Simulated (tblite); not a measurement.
Start geometry of `CCc1nnc(C)s1` from a force field or distance geometry (Å):
```
atom  x, y, z in Å
C1    -2.706    0.269    0.554
C2    -1.928   -0.308   -0.614
C3    -0.458   -0.399   -0.284
N4     0.103   -1.389    0.340
N5     1.461   -1.210    0.514
C6     1.865   -0.073   -0.019
C7     3.273    0.417   -0.011
S8     0.627    0.861   -0.739
H9    -2.588   -0.335    1.462
H10   -2.393    1.291    0.789
H11   -3.784    0.301    0.307
H12   -2.096    0.285   -1.504
H13   -2.301   -1.318   -0.815
H14    3.649    0.547   -1.030
H15    3.348    1.376    0.526
H16    3.921   -0.306    0.510
```

Q: What comes out of this run: tblite 0.8.0, GFN2-xTB geometry optimisation, gas phase?

A: 
```
atom  x, y, z in Å
C1    -2.655    0.362    0.548
C2    -1.951   -0.415   -0.566
C3    -0.486   -0.451   -0.343
N4     0.182   -1.487    0.006
N5     1.480   -1.273    0.176
C6     1.852   -0.065   -0.038
C7     3.240    0.428    0.073
S8     0.518    0.986   -0.503
H9    -2.475   -0.114    1.510
H10   -2.285    1.385    0.593
H11   -3.726    0.387    0.366
H12   -2.158    0.058   -1.529
H13   -2.312   -1.444   -0.591
H14    3.644    0.638   -0.918
H15    3.273    1.347    0.654
H16    3.851   -0.333    0.550
```

The energy falls by 0.200 eV over 79 L-BFGS steps, the largest force on an atom goes from 2.35 to 0.009 eV/Å, and the atoms move by 0.206 Å rms after alignment. The bond that changes most is N4–N5 (both ends pyridine-type nitrogen), which shortens by 0.054 Å. Bonds longer at the end by more than 0.005 Å: 4 of 16; shorter: 10. Among the angles that change most is N4–N5–C6, from 111.3° to 114.5°. Among the dihedrals that turn most is C1–C2–C3–S8, from -95° to -70°. Rotational constants go from 4226, 1161, 991.2 to 4164, 1190, 1002 MHz. The orientation of the end geometry is arbitrary; only internal coordinates are fixed.

Hardware: one thread, AMD EPYC 9R14 (x86_64), shared host with 192 logical CPUs at a one-minute load of 51. Cost: 0.45 s wall.

Its GFN2-xTB frequencies are all real (lowest 38 cm⁻¹). The numbers are those of one conformer.

All values are computed, not measured.
